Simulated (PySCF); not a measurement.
B3LYP has the VWN-RPA correlation part, as in Gaussian. Excitations are Tamm–Dancoff values on a coarser integration grid. The basis has no diffuse functions, so Rydberg states are missing or too high.

Cartesian coordinates (Å):
SMILES: CB(C)C
```xyz
13

C      1.3555     0.5944    -0.5235
B      0.0001    -0.0024     0.0007
C     -1.2437     0.9372     0.1984
C     -0.1114    -1.5352     0.3261
H      1.5276     0.2070    -1.5370
H      2.2072     0.2364     0.0640
H      1.3951     1.6839    -0.5766
H     -1.0034     1.7063     0.9429
H     -1.4483     1.4944    -0.7234
H     -2.1622     0.4371     0.5104
H     -0.2944    -1.6506     1.4027
H      0.7672    -2.1308     0.0723
H     -0.9893    -1.9777    -0.1571
```
Charge 0, spin multiplicity 1.

Question: Estimate the S1 excitation (TDA), S1–T1 gap (TDA), HOMO, dipole moment, LUMO, total energy, HOMO–LUMO gap and T1 excitation (TDA) that B3LYP-D3(BJ)/def2-TZVP (PySCF) returns for this input.

Answer: 
- S1 excitation (TDA) = 6.45 eV
- S1–T1 gap (TDA) = 0.52 eV
- HOMO = -8.30 eV
- dipole moment = 0.01 D
- LUMO = -0.37 eV
- total energy = -3937.05 eV
- HOMO–LUMO gap = 7.93 eV
- T1 excitation (TDA) = 5.94 eV
